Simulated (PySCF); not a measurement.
Electron correlation in Ru- (ruthenium, charge -1)

[Kr] 4d7 5s2, high-spin 4F determinant. All numbers are calculated (PySCF 2.14, scalar relativity through the core potential, in aug-cc-pVDZ-PP with ECP28MDF (5s5p4d2f, 54 functions)). Frozen: 4s2 4p6; 9 electrons correlated.

```tsv
level	correlation energy (mhartree)
CCSD	-193.70
(T)	-8.81
CCSD(T)	-202.51
```

Diagnostics: T1 = 0.082, D1 = 0.3380, largest double amplitude 0.084.

Problem. Is a single reference adequate?

Solution. Not fully. T1 exceeds 0.03, a sign that the reference determinant is poor.
